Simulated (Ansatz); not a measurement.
Cl2Si, SMILES `Cl[Si]Cl` (excited triplet) (charge 0, multiplicity 3). This triplet is an excited state, 2.33 eV above the relaxed singlet at the level composite: frozen-core CCSD(T) with HF/cc-pVQZ and the correlation energy extrapolated as X^-3 from cc-pVTZ and cc-pVQZ, plus CCSDT(Q) minus CCSD(T) in cc-pVDZ // PBE0-D3(BJ)/def2-TZVP (Ansatz, an electronic-structure program).

All values below come from HSE06/cc-pVTZ // PBE0-D3(BJ)/def2-TZVP (Ansatz).

Ansatz 0.2 input:
```yaml
crystal:
  periodic: [false, false, false]
  atoms:
    - { symbol: Cl, position_ang: [-1.754197, -0.352424, 0.000007] }
    - { symbol: Si, position_ang: [-0.001108, 0.699287, -0.000001] }
    - { symbol: Cl, position_ang: [1.755305, -0.346862, -0.000006] }
basis:
  gaussian: { orbitals: cc-pVTZ }
hamiltonian:
  xc: hse06
magnetization:
  spin_polarized: true
  initial_magnetization: 2
```

Output:

```
Functional definition: HSE06
882 factors; their error is unknown
46 factors; integrals over basis functions are off by at most 2.2e-6 eV
mean field evaluation 1: about -32911.2048 eV, gradient 8.3e0 eV
mean field evaluation 2: about -32911.4259 eV, gradient 7.5e0 eV
mean field evaluation 4: about -32911.7128 eV, gradient 9.4e-1 eV
mean field evaluation 8: about -32911.9027 eV, gradient 2.4e-1 eV
mean field evaluation 16: about -32911.9028 eV, gradient 7.2e-5 eV
mean field -32911.90280945 eV, -1209.4901197585 hartree, gradient 7.2e-5 eV, S^2 2.003415; 0 other end points of the search recorded, 0 dependent functions left out
reference -32911.90284115 eV, -1209.4901209232 hartree; 25, 23 occupied and 77, 79 virtual orbitals, 882 factors
Total energy: -32911.90284115 eV, -1209.4901209232 hartree
```
